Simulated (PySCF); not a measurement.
EuN: energy against distance

Set-up: PySCF, spin-free X2C with a Gaussian nucleus, basis sets Eu x2c-SVPall, N x2c-SVPall. Energies in eV from Eu (4f7 6s2) + N in their ground configurations at the same level. All curves are PBE0. state 1: Ms = 3 determinant of mixed spin, about 6.8 electrons in the 4f shell (Mulliken); state 2: nonet, about 6.9 electrons in the 4f shell (Mulliken), a second solution, started from another occupation; state 3: 2S+1 = 11, about 7.0 electrons in the 4f shell (Mulliken), a second solution, started from another occupation.

```csv
R (Å),state 1,state 2,state 3
1.563,-1.024,0.135,3.614
1.635,-1.617,-0.773,2.136
1.708,-1.916,-1.371,0.998
1.762,-2.010,-1.658,0.330
1.817,-2.031,-1.833,-0.204
1.871,-2.003,-1.916,-0.621
1.944,-1.908,-1.909,-1.027
2.035,-1.714,-1.754,-1.338
2.144,-1.381,-1.417,-1.495
2.289,-0.826,-0.812,-1.457
```

Task: Put a parabola through the three lowest points of the state 1 curve and estimate Re, k and ωe (reduced mass 12.83 u; 1 eV/Å² = 0.16022 mdyn/Å; ωe = 1302.8·√(k/μ) cm⁻¹).

Result: Through R = 1.762, 1.817, 1.871 Å the second-order coefficient is 8.26 eV/Å², so Re ≈ 1.813 Å, k ≈ 2.65 mdyn/Å and ωe ≈ 592 cm⁻¹. A polynomial fit of higher order to the unrounded PBE0 energies gives Re = 1.810 Å, k = 2.79 mdyn/Å, ωe = 608 cm⁻¹; anharmonicity and rounding make the difference.

The higher-order fit for each curve: state 1: Re = 1.810 Å, ωe = 608 cm⁻¹, De = 2.03 eV; state 2: Re = 1.903 Å, ωe = 700 cm⁻¹, minimum 1.93 eV below the ground-state fragments; state 3: Re = 2.190 Å, ωe = 497 cm⁻¹, minimum 1.51 eV below the ground-state fragments.

⟨S²⟩ of the unrestricted solution departs from its pure value on part of the curve, where spin states mix. Spin–orbit coupling is left out, which matters for elements this heavy, above all for dissociation energies. With d or f electrons several states lie close, and the lowest PBE0 determinant need not be the measured ground state.
